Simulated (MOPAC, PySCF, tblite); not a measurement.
Breaking a bond: AsH, triplet.

Levels of theory: UMP2/3-21G = PySCF with unrestricted MP2 (frozen core)/3-21G; PM7, unrestricted, heats of formation (MOPAC); GFN2-xTB, 300 K electronic temperature (tblite).

Energies are in kJ/mol, each relative to the lowest point of its own curve near equilibrium.

```tsv
R / Å	UMP2/3-21G	PM7	GFN2-xTB
1.17	202.7	104.9	188.3
1.21	150.3	78.0	128.9
1.31	62.2	30.7	42.8
1.35	40.2	18.6	24.7
1.45	8.3	1.7	2.8
1.48	3.7	0.0	0.6
1.53	0.0	0.1	0.0
1.59	0.7	4.6	2.9
1.63	3.7	9.9	6.5
1.67	8.4	16.9	11.1
1.77	26.1	40.7	25.9
1.89	___	78.0	48.0
2.06	103.2	138.1	84.0
2.30	146.6	___	139.8
2.52	167.3	252.3	189.1
2.72	___	273.5	229.1
3.03	___	—	279.6
3.38	___	—	320.0
3.79	___	—	347.8
4.13	191.0	—	359.0
4.65	191.4	—	365.7
5.40	191.6	—	—
6.19	191.6	—	—
```

Question: Fill in the missing entries.

Answer: 
- 1.89, UMP2/3-21G: 56.4
- 2.30, PM7: 211.0
- 2.72, UMP2/3-21G: 177.5
- 3.03, UMP2/3-21G: 185.2
- 3.38, UMP2/3-21G: 188.8
- 3.79, UMP2/3-21G: 190.4

A dash means that the run gave no value there, or that the column was ended at a point which the program doubted or which failed a test of continuity chosen for this set; such a test can also cut sound points.

The unrestricted determinant behind UMP2/3-21G is spin-contaminated at 1.89 to 6.19 Å (<S²> up to 3.0, against 2.00 for a pure triplet).
